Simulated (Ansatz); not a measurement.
# Match the barriers

Saddle point of SiH₂BrF₃, singlet (SiHBrF₂ ([F][SiH]([F])[Br]) + HF → SiHF₃ ([F][SiH]([F])[F]) + HBr; bonds formed: Si1–F7, Br2–H6; bonds broken: Si1–Br2, H6–F7), PBE0-D4/def2-TZVP structure:

Si1  (-0.219, 0.486, -0.234)
Br2  (-0.144, -2.085, -0.002)
F3  (-1.259, 0.207, -1.409)
F4  (-1.111, 0.933, 0.986)
H5  (0.592, 1.528, -0.868)
H6  (0.939, -1.123, 0.743)
F7  (1.203, 0.054, 0.783)
(Å)

Ansatz 0.2.0; basis: def2-TZVPP, with def2-QZVPP for the basis limit; cores frozen in the correlated methods. Filled d shells of the heavier atoms are correlated. The def2 sets are not built for correlating such inner shells, so the correlated values are less sure here. Extrapolation: Hartree–Fock as exp(−7.88 √X), correlation as X^−2.97. Four methods, as single points on the PBE0-D4 structures, gave these electronic barriers from the start structure: 24.47, 26.04, 31.84, 43.24 kcal/mol.

(1) The methods were, in alphabetical order, BHLYP-D4, BLYP-D4, HF, PBE0-D4. Which gave which? (Judge from chemistry; the calculation decides.)

No T1 diagnostic of these runs exceeds 0.011.

## Answers

(1) By the calculation: BLYP-D4 24.47; PBE0-D4 26.04; BHLYP-D4 31.84; HF 43.24 kcal/mol. For comparison, CCSD(T) at an estimated basis limit (MP2 extrapolated from triple and quadruple zeta, plus CCSD(T) − MP2 in triple zeta) gives 29.34 kcal/mol.

Labels in which every atom is bracketed show which atoms are joined, not bond orders.

For scale, one of the runs: CCSD(T)/def2-TZVPP, 211 basis functions, launched by `ansatz run in.yaml --threads 8 --pin off --events-out ev --progress --plain --max-ram 19148MiB`. The run took 85 s on 8 CPU threads of an Arm Neoverse V1 (shared host), with 3.3 GiB of host memory at its peak.
